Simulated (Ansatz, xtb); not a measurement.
**Relative energy of two isomers of C2H6F2SSi**

Structure I: `CC[Si](F)(F)S`, a singlet. Structure II: `CSC[SiH](F)F`, a singlet. Both are isolated molecules in the gas phase, relaxed with r2SCAN-D4/def2-SVP, each in the lowest conformer that the search found.

Quicker runs give these differences E(II) − E(I): GFN2-xTB +0.579 eV; HF/STO-3G +0.840 eV (at GFN2-xTB geometries); r2SCAN-D4/def2-SVP//GFN2-xTB +1.325 eV.

**Question.** Estimate E(II) − E(I) at the level CCSD(T)/def2-SVP + ΔMP2/def2-TZVPP.

**Answer.** Calculated at CCSD(T)/def2-SVP + ΔMP2/def2-TZVPP: E(II) − E(I) = +1.210 eV, so structure I lies lower.

The same difference at several levels:

```tsv
level	geometry	E(II) − E(I) (eV)	departure from the last row (eV)	job, with rough time for the two
GFN2-xTB	GFN2-xTB	+0.579	−0.631	optimisation, 0.46 s
HF/STO-3G	GFN2-xTB	+0.840	−0.370	single point, 0.86 s
r2SCAN-D4/def2-SVP//GFN2-xTB	GFN2-xTB	+1.325	+0.116	single point, 6 s
r2SCAN-D4/def2-SVP	r2SCAN-D4/def2-SVP	+1.284	+0.074	optimisation, 89 s
HF/def2-SVP	r2SCAN-D4/def2-SVP	+1.293	+0.083	part of the CCSD(T) run
MP2/def2-SVP	r2SCAN-D4/def2-SVP	+1.280	+0.070	part of the CCSD(T) run
CCSD(T)/def2-SVP	r2SCAN-D4/def2-SVP	+1.252	+0.043	single point
CCSD(T)/def2-SVP + ΔMP2/def2-TZVPP	r2SCAN-D4/def2-SVP	+1.210		single point, 86 s
```

As drawn, II has 2 C–S, 1 Si–H in place of 1 C–C, 1 S–Si, 1 S–H.

The levels shown agree on the order. The largest departure from CCSD(T)/def2-SVP + ΔMP2/def2-TZVPP is that of GFN2-xTB, 0.631 eV. The last row adds to CCSD(T) the change of the MP2 difference between the two basis sets, here −0.043 eV.

With thermal terms from frequencies at re-optimised GFN2-xTB minima (ideal gas, soft modes damped towards free rotors, one conformer each, 298.15 K, 1 atm): the zero-point term adds −0.029 eV; ΔH is +1.172 and ΔG +1.190 eV.

The correlated steps freeze 14 core orbitals. Run with Ansatz 0.2.0, xtb 6.7.1; the last row on 2 threads of Intel(R) Xeon(R) Processor @ 2.70GHz on a shared host.
